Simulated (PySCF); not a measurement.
## How methods differ on the ionisation energy of Si⁺

Si⁺ [Ne] 3s2 3p1 (2P) → Si²⁺ [Ne] 3s2 (1S), as a difference of total energies. Calculation: PySCF 2.14, in aug-cc-pCVQZ-DK; scalar relativity by spin-free X2C-1e. Correlated levels: valence: [Ne] frozen; valence and next inner shell: 1s2 frozen; nothing frozen. The calculations carry no spin-orbit coupling.

```
                                method  ionisation energy (eV)  plus first-order spin-orbit estimate  error of that sum (eV)
                                   UHF                  15.835                                15.856                  -0.490
                                   LDA                  16.358                                16.379                  +0.033
                                   PBE                  16.400                                16.421                  +0.075
                                  PBE0                  16.425                                16.446                  +0.100
                                r2SCAN                  16.523                                16.544                  +0.198
                                   M06                  16.167                                16.188                  -0.158
                                  TPSS                  16.516                                16.537                  +0.191
                               r2SCAN0                  16.513                                16.534                  +0.188
                         MP2 (valence)                  16.131                                16.152                  -0.194
                     SCS-MP2 (valence)                  16.122                                16.143                  -0.203
    MP2 (valence and next inner shell)                  16.149                                16.170                  -0.176
SCS-MP2 (valence and next inner shell)                  16.139                                16.160                  -0.186
                   MP2 (all electrons)                  16.152                                16.173                  -0.173
               SCS-MP2 (all electrons)                  16.141                                16.162                  -0.184
```

Reference: 16.346 eV (measured; NIST Atomic Spectra Database, ionization energies).

A first-order spin-orbit estimate (lowest level to lowest level, LS coupling) adds 0.021 eV.
